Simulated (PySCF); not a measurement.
PySCF input (M06-2X/6-31G* with LANL2DZ past Ar (5d)):

```python
from pyscf import gto, dft

mol = gto.M(
    atom='''
    Si   -0.61958300    0.64186600    0.77921100
    Br    0.66414100   -0.66287500   -0.32448800
    F    -1.61897700    1.57938700    0.04979200
    ''',
    basis={'default': '6-31g*', 'Br': 'lanl2dz'},
    ecp={'Br': 'lanl2dz'},
    charge=1,
    spin=1,
    verbose=4,
)

mf = dft.UKS(mol, xc='m062x')
mf.grids.level = 4
mf.conv_tol = 1e-9
mf.max_cycle = 100
mf.max_memory = 1500
mf.kernel()
if not mf.converged:
    mf = mf.newton()
    mf.kernel(mf.make_rdm1())
mo, _, stable, _ = mf.stability(return_status=True)
if not stable:
    mf.kernel(mf.make_rdm1(mo, mf.mo_occ))
    stable = mf.stability(return_status=True)[2]
mf.dip_moment()
```

Output:

```
PySCF version 2.14.0

[INPUT] verbose = 4
[INPUT] num. atoms = 3
[INPUT] num. electrons = 29
[INPUT] charge = 1
[INPUT] spin (= nelec alpha-beta = 2S) = 1
[INPUT] symmetry False subgroup None
[INPUT] Mole.unit = angstrom
[INPUT] Symbol           X                Y                Z      unit          X                Y                Z       unit  Magmom
[INPUT]  1 Si    -0.619583000000   0.641866000000   0.779211000000 AA   -1.170842181436   1.212950948670   1.472495383248 Bohr   0.0
[INPUT]  2 Br     0.664141000000  -0.662875000000  -0.324488000000 AA    1.255044598095  -1.252652204821  -0.613193450708 Bohr   0.0
[INPUT]  3 F     -1.618977000000   1.579387000000   0.049792000000 AA   -3.059423131970   2.984608874698   0.094093243194 Bohr   0.0

nuclear repulsion = 77.5622694232159
number of shells = 18
number of NR pGTOs = 90
number of NR cGTOs = 40
basis = {'default': '6-31g*', 'Br': 'lanl2dz'}
ecp = {'Br': 'lanl2dz'}

******** <class 'pyscf.dft.uks.UKS'> ********
method = UKS
initial guess = minao
damping factor = 0
level_shift factor = 0
DIIS = <class 'pyscf.scf.diis.CDIIS'>
diis_start_cycle = 1
diis_space = 8
diis_damp = 0
SCF conv_tol = 1e-09
SCF conv_tol_grad = None
SCF max_cycles = 100
direct_scf = True
direct_scf_tol = 1e-13
number electrons alpha = 15  beta = 14
XC library pyscf.dft.libxc version 7.1.2
    S. Lehtola, C. Steigemann, M. J. T. Oliveira, and M. A. L. Marques,  SoftwareX 7, 1–5 (2018)
XC functionals = m062x
    Y. Zhao and D. G. Truhlar,  Theor. Chem. Acc. 120, 215 (2008)
    Y. Zhao and D. G. Truhlar,  Theor. Chem. Acc. 120, 215 (2008)
radial grids:
    Treutler-Ahlrichs [JCP 102, 346 (1995); DOI:10.1063/1.469408] (M4) radial grids

becke partition: Becke, JCP 88, 2547 (1988); DOI:10.1063/1.454033
pruning grids: <function nwchem_prune>
grids dens level: 4
symmetrized grids: False
atomic radii adjust function: <function treutler_atomic_radii_adjust>
small_rho_cutoff = 0
Set gradient conv threshold to 3.16228e-05
tot grids = 87944
init E= -391.648873403119
  alpha nocc = 15  HOMO = -0.0851830206403505  LUMO = -0.00386038761557117
  beta  nocc = 14  HOMO = -0.131260620615798  LUMO = -0.0851830206403577

WARN: HOMO -0.0851830206403505 >= LUMO -0.0851830206403577

cycle= 1 E= -400.920336531606  delta_E= -9.27  |g|=  1.1  |ddm|= 2.86
  alpha nocc = 15  HOMO = -0.434443327016846  LUMO = -0.244415676909341
  beta  nocc = 14  HOMO = -0.442254857024898  LUMO = -0.426043804218444
  HOMO = -0.434443327017  LUMO = -0.426043804218  gap/eV = 0.22856
cycle= 2 E= -400.664997116862  delta_E= 0.255  |g|= 1.55  |ddm|= 2.72
  alpha nocc = 15  HOMO = -0.534844137194597  LUMO = -0.29379228332931
  beta  nocc = 14  HOMO = -0.700886154204831  LUMO = -0.475120129341096
  HOMO = -0.534844137195  LUMO = -0.475120129341  gap/eV = 1.62517
cycle= 3 E= -401.885754314172  delta_E= -1.22  |g|= 0.517  |ddm|= 1.61
  alpha nocc = 15  HOMO = -0.58472702653431  LUMO = -0.327461431119797
  beta  nocc = 14  HOMO = -0.591911050506663  LUMO = -0.470168112831225
  HOMO = -0.584727026534  LUMO = -0.470168112831  gap/eV = 3.11731
cycle= 4 E= -402.060590555537  delta_E= -0.175  |g|= 0.128  |ddm|= 0.76
  alpha nocc = 15  HOMO = -0.588551588169192  LUMO = -0.287342666131973
  beta  nocc = 14  HOMO = -0.616436403179639  LUMO = -0.403256773165353
  HOMO = -0.588551588169  LUMO = -0.403256773165  gap/eV = 5.04213
cycle= 5 E= -402.072177389851  delta_E= -0.0116  |g|= 0.0206  |ddm|= 0.165
  alpha nocc = 15  HOMO = -0.592742489293002  LUMO = -0.289117406501813
  beta  nocc = 14  HOMO = -0.61928968145733  LUMO = -0.394940444983714
  HOMO = -0.592742489293  LUMO = -0.394940444984  gap/eV = 5.38247
cycle= 6 E= -402.073288892301  delta_E= -0.00111  |g|= 0.00774  |ddm|= 0.0735
  alpha nocc = 15  HOMO = -0.592134858150388  LUMO = -0.288831149524494
  beta  nocc = 14  HOMO = -0.618223291942856  LUMO = -0.393528034918944
  HOMO = -0.59213485815  LUMO = -0.393528034919  gap/eV = 5.40437
cycle= 7 E= -402.07349364083  delta_E= -0.000205  |g|= 0.00322  |ddm|= 0.0323
  alpha nocc = 15  HOMO = -0.592566857774866  LUMO = -0.290059448333484
  beta  nocc = 14  HOMO = -0.618624720652958  LUMO = -0.394864328374123
  HOMO = -0.592566857775  LUMO = -0.394864328374  gap/eV = 5.37976
cycle= 8 E= -402.073538701082  delta_E= -4.51e-05  |g|= 0.00116  |ddm|= 0.0161
  alpha nocc = 15  HOMO = -0.592407850481866  LUMO = -0.289927123863158
  beta  nocc = 14  HOMO = -0.618589129683371  LUMO = -0.394580745645772
  HOMO = -0.592407850482  LUMO = -0.394580745646  gap/eV = 5.38315
cycle= 9 E= -402.073545229403  delta_E= -6.53e-06  |g|= 0.000383  |ddm|= 0.00675
  alpha nocc = 15  HOMO = -0.592378216352078  LUMO = -0.289965441357243
  beta  nocc = 14  HOMO = -0.618552594417834  LUMO = -0.394645652022348
  HOMO = -0.592378216352  LUMO = -0.394645652022  gap/eV = 5.38058
cycle= 10 E= -402.073545816738  delta_E= -5.87e-07  |g|= 8.09e-05  |ddm|= 0.00218
  alpha nocc = 15  HOMO = -0.592373633392462  LUMO = -0.289967718366483
  beta  nocc = 14  HOMO = -0.618562372370688  LUMO = -0.394654367353507
  HOMO = -0.592373633392  LUMO = -0.394654367354  gap/eV = 5.38022
cycle= 11 E= -402.073545839763  delta_E= -2.3e-08  |g|= 4.24e-05  |ddm|= 0.000322
  alpha nocc = 15  HOMO = -0.592370861035594  LUMO = -0.28996459675577
  beta  nocc = 14  HOMO = -0.618557448814899  LUMO = -0.394641191703972
  HOMO = -0.592370861036  LUMO = -0.394641191704  gap/eV = 5.38050
cycle= 12 E= -402.073545844204  delta_E= -4.44e-09  |g|= 8.29e-06  |ddm|= 0.000189
  alpha nocc = 15  HOMO = -0.592371243402404  LUMO = -0.289964793002984
  beta  nocc = 14  HOMO = -0.618557900940002  LUMO = -0.3946446877368
  HOMO = -0.592371243402  LUMO = -0.394644687737  gap/eV = 5.38041
cycle= 13 E= -402.073545844403  delta_E= -1.98e-10  |g|= 2.03e-06  |ddm|= 3.13e-05
  alpha nocc = 15  HOMO = -0.592371436069875  LUMO = -0.289964688137196
  beta  nocc = 14  HOMO = -0.618558263720247  LUMO = -0.394644081719953
  HOMO = -0.59237143607  LUMO = -0.39464408172  gap/eV = 5.38044
Extra cycle  E= -402.07354584441  delta_E= -7.73e-12  |g|= 1.21e-06  |ddm|= 4.81e-06
converged SCF energy = -402.07354584441  <S^2> = 0.75500338  2S+1 = 2.0049971
uhf_internal: lowest eigs of H = [0.20097985 0.20339642 0.29012885]
<class 'pyscf.dft.uks.UKS'> wavefunction is stable in the internal stability analysis

WARN: System has nonzero charge 1; the dipole moment is origin-dependent.
Location of origin: [0. 0. 0.]

Dipole moment(X, Y, Z, Debye): -1.46841,  1.59029,  3.25070
```

The dipole moment of an ion depends on the origin.

The geometry given is a B3LYP-D3(BJ)/def2-TZVP minimum.
